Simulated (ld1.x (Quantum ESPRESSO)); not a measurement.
An all-electron radial function and its pseudo partner (silver)

Columns: radius, all-electron u(r) and pseudo u(r) of the 5p shell (level -0.67 eV) of silver in the configuration [Kr] 4d10 5s1 5p0; PBEsol, scalar-relativistic, TM scheme, ld1.x (Quantum ESPRESSO) 7.5.

| r (bohr) | all-electron | pseudo |
| --- | --- | --- |
| 0.120 | 0.0228 | -0.0012 |
| 0.240 | -0.0872 | -0.0047 |
| 0.360 | -0.0551 | -0.0105 |
| 0.480 | 0.0367 | -0.0184 |
| 0.600 | 0.1116 | -0.0283 |
| 0.720 | 0.1464 | -0.0401 |
| 0.840 | 0.1444 | -0.0536 |
| 0.960 | 0.1164 | -0.0686 |
| 1.080 | 0.0734 | -0.0852 |
| 1.200 | 0.0234 | -0.1034 |
| 1.320 | -0.0283 | -0.1233 |
| 1.440 | -0.0787 | -0.1450 |
| 1.560 | -0.1261 | -0.1687 |
| 1.680 | -0.1696 | -0.1942 |
| 1.800 | -0.2091 | -0.2213 |
| 1.920 | -0.2444 | -0.2493 |
| 2.040 | -0.2757 | -0.2772 |
| 2.160 | -0.3033 | -0.3036 |
| 2.280 | -0.3276 | -0.3276 |
| 2.400 | -0.3487 | -0.3487 |
| 2.520 | -0.3669 | -0.3669 |
| 2.640 | -0.3825 | -0.3825 |
| 2.760 | -0.3957 | -0.3957 |
| 2.880 | -0.4068 | -0.4068 |
| 3.000 | -0.4160 | -0.4160 |
| 3.120 | -0.4234 | -0.4234 |

**Question.** How many radial nodes do the two functions have?

**Answer.** The all-electron 5p function has n − l − 1 = 3; the pseudo-wave has 0, since the states of the same l below it are removed with the core.

**Question.** At about which radius was the pseudo-wave matched?

**Answer.** 2.40 bohr. The columns agree to 0.0005 from 2.16 bohr on; several derivatives are matched, so the curves merge somewhat inside the radius.

**Question.** Is the pseudo-wave norm-conserving?

**Answer.** Yes: the TM scheme keeps the norm inside the radius equal to the all-electron one, which fixes the energy derivative of the logarithmic derivative at the level.
